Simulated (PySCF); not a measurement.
**W⁻ (tungsten, charge -1) across methods**

[Xe] 4f14 5d5 6s2, high-spin 6S determinant. All numbers are calculated (PySCF 2.14, scalar relativity through the core potential, in def2-TZVPPD with the def2 core potential (60 electrons)).

```
 method  E (hartree)  mean ε 6s α (eV)  mean ε 6s β (eV)  mean ε 5d α (eV)  Σ⟨r²⟩ (bohr²)   ⟨S²⟩
  wB97X     -66.9545            -1.860            -0.969            -0.913          75.34  8.759
  B97-3     -66.9734            -0.462             1.117             0.979          76.43  8.780
LC-wPBE     -66.9572            -2.388            -0.478            -1.560          76.36  8.790
 r2SCAN     -67.0018            -0.346             1.482             1.668          77.07  8.827
   PBE0     -66.9533            -0.550             1.103             0.903          76.33  8.778
  TPSSh     -66.9462            -0.282             1.444             1.540          76.77  8.780
    PBE     -66.9964             0.079             1.602             2.054          76.40  8.772
    LDA     -66.8319            -0.078             1.347             1.974          76.33  8.771
```

(1) Estimate the same row for UHF.

Energies and moments cover only the electrons outside the core potential. Spin-orbit coupling, which splits the p, d and f shells strongly at this Z, is absent.

The highest occupied level is positive at B97-3, r2SCAN, PBE0, TPSSh, UHF, PBE, LDA: only the finite basis holds that electron, at UHF too, so the state is unbound at these levels.

Answers

(1) E (hartree) = -66.33109; mean ε 6s α (eV) = -1.916; mean ε 6s β (eV) = 0.669; mean ε 5d α (eV) = -2.230; Σ⟨r²⟩ (bohr²) = 78.32; ⟨S²⟩ = 8.833.
